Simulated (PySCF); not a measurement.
CH3BF2S, SMILES CSB(F)F. Atoms are numbered in the order given.

```xyz
8

B      0.0777     0.8292     0.0000
F     -0.5761     1.9789     0.0000
F      1.4032     0.8639     0.0000
S     -0.8390    -0.7205     0.0000
C      0.5349    -1.9369     0.0000
H      1.1556    -1.8248    -0.8982
H      0.0713    -2.9318     0.0000
H      1.1556    -1.8248     0.8982
```

Geometry optimised at B3LYP-D3(BJ)/def2-SVP. One conformer was computed; it need not be the lowest.

Level of theory: PBE0/pcSseg-1 in PySCF.

GIAO shieldings, no solvent; atoms listed in one row are averaged. δ = σ(ref) − σ: ¹¹B against BF3 (σ = 88.8 ppm); ¹⁹F against CFCl3 (σ = 167.2 ppm); ³³S against H2S (σ = 716.7 ppm); ¹³C against TMS (σ = 186.3 ppm); ¹H against TMS (σ = 31.56 ppm), references at their B3LYP-D3(BJ)/def2-TZVP geometries, non-relativistic.

Computed chemical shifts:
```csv
nucleus,atoms,count,δ (ppm)
¹¹B,B1,1,18.2
¹⁹F,F3,1,-79.0
¹⁹F,F2,1,-82.0
³³S,S4,1,108.7
¹³C,C5,1,16.2
¹H,"H6, H7, H8",3,2.32
```
